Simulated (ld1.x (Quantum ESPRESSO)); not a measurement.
**Varying the TM potential for Cs**

Base potential:

ld1.x (Quantum ESPRESSO) 7.5 input, shortened:

```
&input
   title='Cs', zed=55., rel=0, dft='PZ', iswitch=3,
   config='[Xe] 5d0 6s1 6p0'
 /
 &inputp
   pseudotype=2, tm=.true., lloc=2,
   nlcc=.false.
 /
3
5S  1  0   2.00   0.00  2.30  2.30  0.0
5P  2  1   6.00   0.00  3.50  3.50  0.0
5D  3  2   0.00   0.00  3.20  3.20  0.0
 &test
   configts(1)='5s2 5p6 5d0 6s1 6p0'
 /
```

Occupied shells without a wave of their own: 6s. They enter only through the test configuration that unscreens the potential.

Cutoffs, loose and tight: the cutoffs (Ry, on a coarse ladder) from which the occupation-weighted sum of valence levels, in a spherical-Bessel basis at the reference potential, stays within 10 and 1 mRy of its value at 400 Ry. They do not see the model core or the augmentation charge, which bear on the density cutoff. Test errors are all-electron minus pseudo excitation energies from the reference, over the configurations 5s2 5p6 5d0 6s0 6p0; 5s2 5p6 5d0 6s0.5 6p0; 5s2 5p6 5d0 6s0 6p1; 5s2 5p6 5d1 6s0 6p0; 5s1 5p6 5d0 6s1 6p0; 5s2 5p5 5d0 6s1 6p0; 5s2 5p6 5d0.5 6s0.5 6p0 (two spin-polarised tests are not counted in the largest error). A dash means not determined; rows that change the core or the reference have their own tests.

A true bound ghost makes a file unfit for plane-wave use even where its test errors are small: the radial tests pick states by their node count and pass the ghost by.

On the changes marked as counting shells twice: ld1.x takes every shell without a wave as core, so the model core holds the marked electrons as well and exchange and correlation see them twice. This cancels in the reference configuration, but the file is broken for other ones, and its errors say nothing about a proper core correction.

```csv
change,outcome,"cutoff, loose","cutoff, tight",bound ghosts,largest test error (meV)
base,generated,25 Ry,35 Ry,none,+198
"all radii scaled by about 0.82 (s 1.88, p 2.86, d 2.62 bohr)",failed: run_pseudo: Errors in PS-KS equation,–,–,–,–
wave 5s (bound): rc 2.30 bohr becomes 5s (bound): rc 2.64 bohr,generated,12 Ry,25 Ry,none,+195
scalar-relativistic,failed: run_pseudo: Errors in PS-KS equation,–,–,–,–
core correction a·sin(br)/r model core inside 1.04 bohr (6s counted twice),generated,25 Ry,35 Ry,none,+140
wave 5d (bound): rc 3.20 bohr becomes 5d (bound): rc 3.24 bohr,generated,25 Ry,35 Ry,none,+198
wave 5p (bound): rc 3.50 bohr becomes 5p (bound): rc 2.94 bohr,generated,25 Ry,35 Ry,none,+198
"core [Kr] 4d10 5s2, valence charge 7; reference 5p6 5d0 6s0 6p0; waves now 5p (bound): rc 3.40 bohr; 5d (bound): rc 3.85 bohr; 6s (bound): rc 4.20 bohr; local potential the s channel",generated,8 Ry,15 Ry,none,-212
```

Question: What comes out with this change to the base: functional PBE?

Answer: outcome: generated; cutoff, loose: 25 Ry; cutoff, tight: 35 Ry; bound ghosts: s; largest test error (meV): +187.

Question: What comes out with this change to the base: local potential all-electron potential smoothed inside 2.10 bohr (lloc = -1)?

Answer: outcome: generated, misses its reference levels by 0.16 eV; cutoff, loose: 25 Ry; cutoff, tight: 35 Ry; bound ghosts: none; largest test error (meV): +316.
